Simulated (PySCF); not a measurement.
Coordinates in bohr (charge 0 multiplicity 3):
```
Mo   -0.8664    0.0000    0.0000
S     1.3266    3.3560    0.0000
S     1.3266   -3.3560    0.0000
```

These are results of UB3LYP in PySCF with Mo def2-SVP with ECP28, S def2-SVP; scalar-relativistic core potentials, no spin–orbit coupling; density-fitted integrals, not measurements.

This geometry of MoS₂ is a stationary point at this level.

(1) What is the point group?

(2) Is it a minimum?

(3) List the harmonic modes with their infrared intensities.

Answers

(1) C2v.

(2) Yes: all harmonic wavenumbers are real.

(3) 
```json
{"symmetry": "a1", "ω (cm⁻¹)": "168", "IR (km/mol)": "0.0"}
{"symmetry": "a1", "ω (cm⁻¹)": "539", "IR (km/mol)": "8.9"}
{"symmetry": "b2", "ω (cm⁻¹)": "549", "IR (km/mol)": "89.3"}
```

Other isomers or separated fragments may lie lower. Open d and f shells are described by one determinant, and the ground state may have another occupation or spin.
